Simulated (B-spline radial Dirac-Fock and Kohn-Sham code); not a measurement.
# Two-hole binding energies of Nd⁵⁺

System: Nd⁵⁺ in the configuration [Kr] 4d10 4f2 5s2 5p5.

Level of theory: ΔSCF Dirac-Fock with Breit, self-energy and vacuum polarisation, finite nucleus, configuration average; an atomic code on a B-spline grid. U is the two-hole binding energy less the two single-hole energies, the effective repulsion of the holes after relaxation. Each two-hole energy is an average over J within one jj subconfiguration.

| holes | E(a) (eV) | E(b) (eV) | E(ab) (eV) | U (eV) |
| --- | --- | --- | --- | --- |
| 1s⁻² | 43644.9 | 43644.9 | 88320.5 | 1030.6 |
| 1s⁻¹ 2p1/2⁻¹ | 43644.9 | 6801.3 | 50747.9 | 301.7 |
| 2s⁻¹ 3p1/2⁻¹ | 7211.2 | 1485.8 | 8774.3 | 77.3 |
| 2s⁻¹ 3d3/2⁻¹ | 7211.2 | 1081.0 | 8373.6 | 81.4 |
| 2s⁻¹ 3d5/2⁻¹ | 7211.2 | 1059.1 | 8350.2 | 79.9 |
| 2p1/2⁻¹ 3p3/2⁻¹ | 6801.3 | 1381.4 | 8259.5 | 76.8 |
| 2p3/2⁻¹ 3s⁻¹ | 6287.6 | 1660.3 | 8022.0 | 74.1 |
| 2p3/2⁻¹ 3p1/2⁻¹ | 6287.6 | 1485.8 | 7852.9 | 79.5 |
| 2p3/2⁻¹ 3d5/2⁻¹ | 6287.6 | 1059.1 | 7425.9 | 79.2 |
| 3p1/2⁻² | 1485.8 | 1485.8 | 3034.2 | 62.6 |
| 3d3/2⁻¹ 3d5/2⁻¹ | 1081.0 | 1059.1 | 2204.8 | 64.7 |
| 3d5/2⁻² | 1059.1 | 1059.1 | ? | ? |
| 4d3/2⁻¹ 4d5/2⁻¹ | 199.3 | 195.2 | 420.6 | 26.1 |
| 4d5/2⁻² | 195.2 | 195.2 | 416.2 | 25.7 |

**Question.** Give the missing two-hole energy and U.

**Answer.** E(ab) = 2181.8 eV and U = 63.6 eV.

Run: 58 s of CPU time on 1 thread of Neoverse-V1 (shared host), peak memory 0.51 GiB.

Values without a named source are computed, but for edge energies of neutral atoms, which are taken from tables.
